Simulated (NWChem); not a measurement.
Species: CuH; SMILES [CuH]

```xyz
2

Cu     0.0000     0.0000     0.0735
H      0.0000     0.0000    -1.4028
```
Atoms are numbered in this order, from 1.

Computed with NWChem. Geometry: optimised at PBE0/def2-SVP. Ions are spin-unrestricted doublets at the neutral geometry; other ion states weren't tried.

For level B3LYP/def2-SVP:

```yaml
"−ε(HOMO) (eV)": 6.06
```

### Question
How do the values read with level PBE/def2-SVP instead?

### Answer
| Item | Value |
|---|---|
| −ε(HOMO) (eV) | 4.87 |
